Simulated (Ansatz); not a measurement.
Computed with Ansatz on PBE0-D4/def2-TZVP structures; ΔE is electronic, products minus reactants. CBS: MP2 limit from def2 TZ/QZ plus the TZ coupled-cluster correction, frozen cores. Functionals use def2-TZVPP. One conformer a species, not always the lowest.

`C=C[SiH2]N[SiH3]` → `CC1[SiH2]N1[SiH3]`  (isomerisation)

`C=C[SiH2]N[SiH3]`:

Z-matrix (Å, degrees):
```
Si
C 1 1.858
N 1 1.727 2 111.8
H 1 1.491 2 106.0 3 122.7
H 1 1.486 2 111.5 3 -118.2
C 2 1.331 1 122.3 3 -120.4
H 2 1.089 1 119.4 3 59.3
Si 3 1.725 1 129.5 2 -126.2
H 3 1.011 1 115.0 2 55.1
H 6 1.087 2 121.4 1 -0.1
H 6 1.087 2 122.5 1 -179.9
H 8 1.490 3 111.4 1 124.1
H 8 1.490 3 112.3 1 -115.9
H 8 1.483 3 107.6 1 4.2
```

`CC1[SiH2]N1[SiH3]`:

```xyz
14

C    -0.808    1.652    0.552
C    -0.026    0.802   -0.414
Si    1.742    0.347   -0.225
N     0.336   -0.571    0.056
Si   -0.532   -2.036   -0.092
H    -0.353    1.643    1.545
H    -0.851    2.687    0.204
H    -1.836    1.289    0.653
H    -0.422    0.825   -1.433
H     2.591    0.041   -1.400
H     2.534    0.772    0.953
H    -1.768   -2.011    0.739
H    -0.956   -2.296   -1.500
H     0.348   -3.143    0.363
```

```csv
level,ΔE (kJ/mol)
PBE-D4,83.0
PBE0-D4,85.7
PBE0,87.6
MP2/def2-QZVPP,96.1
```

**Question.** What does CCSD(T)/CBS give? (An estimate is asked.)

**Answer.** The calculation gave: +105.8 kJ/mol. The listed levels differ from it by -22.8, -20.1, -18.2, -9.7 kJ/mol.

Largest T1 diagnostic among the species: 0.012.

In def2-TZVPP, CCSD(T) changes the Hartree–Fock value by −27.1 kJ/mol (the triples alone add −2.5 kJ/mol) and MP2 by −36.4 kJ/mol. The D4 term adds −3.5 kJ/mol with B3LYP and −1.9 kJ/mol with PBE0; it sums over pairs of atoms, weighted by their polarisabilities, and B3LYP, whose exchange is more repulsive, gets the larger term.

B3LYP here is the variant with VWN-RPA as its local correlation; programs differ in this.
